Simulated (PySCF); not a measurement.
A series of related compounds: `C=PN1CCCC1`, C5H10NP; `InChI=1S/C5H9FNP/c6-5-8-7-3-1-2-4-7/h5H,1-4H2`; SMILES [SiH3]/C=P\N1CCCC1, C5H12NPSi; SMILES C1N(/P=C\C=C)CCC1, C7H12NP; SMILES CO/C=P/N1CCCC1, C6H12NOP; `CC/C=P/N1CCCC1`, C7H14NP; `FC(F)(F)/C=P\N1CCCC1`, C6H9F3NP.

Computed data (PySCF): structure optimised with GFN2-xTB, GIAO PBE0/pcSseg-1 shieldings. Isolated molecule, averaged over atoms made equivalent by symmetry, fast rotation or ring inversion, one computed conformer, no relativistic terms.

Shifts are taken against calculated references (same method and geometry level): ³¹P (σref 318.38) against H3PO4; ¹⁵N (σref 267.73) vs NH3.

**Question.** How does the ³¹P shift change along the series?

**Answer.** 
| compound | change | δ (ppm) | HOMO–LUMO gap (eV) |
| --- | --- | --- | --- |
| C=PN1CCCC1 | base | 281.8 | 5.28 |
| F/C=P/N1CCCC1 | H replaced by F | 222.0 | 5.02 |
| [SiH3]/C=P\N1CCCC1 | H replaced by SiH3 | 351.6 | 4.94 |
| C=C/C=P\N1CCCC1 | H replaced by vinyl | 247.3 | 4.19 |
| CO/C=P/N1CCCC1 | H replaced by OCH3 | 194.1 | 5.30 |
| CC/C=P/N1CCCC1 | H replaced by C2H5 | 262.6 | 5.09 |
| FC(F)(F)/C=P\N1CCCC1 | H replaced by CF3 | 272.3 | 5.10 |

**Question.** How does the ¹⁵N shift change along the series?

**Answer.** 
```tsv
compound	change	δ (ppm)	HOMO–LUMO gap (eV)
C=PN1CCCC1	base	117.1	5.28
F/C=P/N1CCCC1	H replaced by F	71.4	5.02
[SiH3]/C=P\N1CCCC1	H replaced by SiH3	140.4	4.94
C=C/C=P\N1CCCC1	H replaced by vinyl	114.8	4.19
CO/C=P/N1CCCC1	H replaced by OCH3	36.4	5.30
CC/C=P/N1CCCC1	H replaced by C2H5	102.8	5.09
FC(F)(F)/C=P\N1CCCC1	H replaced by CF3	141.8	5.10
```
